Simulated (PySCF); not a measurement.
Do core-level shifts follow atomic charges?

Compound: C₃H₇FSi.
SMILES with atom numbers: `[CH3:1]/[C:2]([SiH3:3])=[CH:4]\[F:5]`

Binding energies: PySCF, delta-SCF UKS SCAN, pcX-2 on the ionised atom, pcseg-1 elsewhere, spin-free X2C. Charges: PBE0/pcSseg-1 ground-state density, for the ionised atom.

```json
{"atom": "C2", "environment": "fully substituted alkene carbon", "C 1s (eV)": "290.23", "Mulliken (e)": "-0.629", "IAO (e)": "-0.312", "Hirshfeld (e)": "-0.109", "ESP (e)": "-0.062"}
{"atom": "C1", "environment": "allylic carbon", "C 1s (eV)": "290.88", "Mulliken (e)": "-0.190", "IAO (e)": "-0.421", "Hirshfeld (e)": "-0.120", "ESP (e)": "-0.328"}
{"atom": "C4", "environment": "vinylic C–F carbon", "C 1s (eV)": "292.47", "Mulliken (e)": "+0.317", "IAO (e)": "+0.140", "Hirshfeld (e)": "+0.037", "ESP (e)": "-0.035"}
```

How well does each charge scheme correlate with the binding energies over these sites?

Mulliken: r = 0.98, slope 2.4 eV per e; Hirshfeld: r = 0.94, slope 12.4 eV per e; IAO: r = 0.89, slope 3.5 eV per e; ESP: r = 0.32, slope 2.2 eV per e. Mulliken charges have the highest r, on only 3 points.

The point-charge model writes a binding energy as kq + V + constant, with V the potential of the other atoms' charges at the site. What does it give with the IAO charges?

V = Σ 14.40 eV Å × q/r over all other atoms: +2.71 eV at C2, +4.75 eV at C1, -2.84 eV at C4. Fitting binding energy − V to q gives k = 16.6 eV per e and leaves an rms residual of 0.18 eV, against 0.43 eV for the fit on q alone. The model has no term for differences in relaxation between sites.

Geometry: GFN2-xTB; no solvent, vibrations or thermal averaging.
